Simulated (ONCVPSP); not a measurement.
**holmium: excitation energies, all-electron against ONCV**

```
Element                 : holmium
Generator               : ONCVPSP 4.0.1
Type                    : optimised norm-conserving Vanderbilt (ONCV)
Functional              : PBEsol
Relativity              : scalar-relativistic
Frozen core             : [Kr] 4d10 4f10
Valence charge          : 11
Reference configuration : 5s2 5p6 5d1 6s2
Partial waves           : 5s+6s: rc 2.15 bohr, ncon 5, nbas 8, qcut 6.2 1/bohr, 2 projectors; 5p: rc 2.45 bohr, ncon 3, nbas 6, qcut 5.7 1/bohr, 2 projectors, debl 1.8 Ha; 5d: rc 2.15 bohr, ncon 3, nbas 7, qcut 8.3 1/bohr, local
Local potential         : the d channel
Core correction         : Teter function fitted to the true core (icmod 2), fcfact 0.7
```

Energies are relative to the spin-unpolarised reference configuration 5s2 5p6 5d1 6s2; without spin polarisation the order of configurations can differ from experiment. Not all tests gave a result: 1 of 4 tests not solved or not reliable.

| valence configuration | charge | ΔE all-electron (eV) | error AE − PS (meV) |
| --- | --- | --- | --- |
| 5s2 5p6 5d1 6s1 | +1 | 6.969 | -1.3 |
| 5s2 5p6 5d1 6s0 | +2 | 19.509 | +11 |
| 5s2 5p6 5d1 6s0 6p2 | 0 | 6.393 | +6.4 |

Levels in the configuration 5s2 5p6 5d1 6s0:

| level | all-electron (eV) | pseudo (eV) |
| --- | --- | --- |
| 5s | -68.642 | -68.784 |
| 5p | -43.304 | -43.404 |
| 5d | -15.121 | -15.130 |
